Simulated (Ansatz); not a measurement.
Species: isocyanic acid, CHNO (charge 0, singlet). 
Coordinates optimised at B3LYP-D3(BJ)/def2-TZVP (Ansatz, a quantum-chemistry and plane-wave program):
```xyz
4

N     -1.1014     0.2807     0.2471
C      0.0427    -0.0239    -0.0008
O      1.1482    -0.1990    -0.3207
H     -1.7320    -0.2289     0.8408
```
Charge 0, spin multiplicity 1.

Quantity: vertical triplet-singlet gap (E(triplet) - E(singlet); each state is the SCF solution reached for its spin; the UHF <S^2> is 2.11 for the triplet (pure: 2.00)), in eV. Cores are frozen in the correlated levels unless marked. UHF or UKS for open shells. Spin-orbit coupling is left out. Non-relativistic. Basis-set limits of correlation are two-point, X^-3; Hartree-Fock from the larger set. The bracket is a focal-point correction in the basis named.

```tsv
level	program	vertical triplet-singlet gap (eV)
HF/aug-cc-pVDZ	Ansatz	5.54
SVWN5/def2-TZVPD	Ansatz	6.39
```

Problem. What does RI-MP2/CBS(aug-cc-pVTZ,aug-cc-pVQZ)+[CCSD(T)-MP2]/aug-cc-pVTZ (Ansatz) give?

Solution. 6.55 eV, so SVWN5/def2-TZVPD differs from it by -0.16 eV.
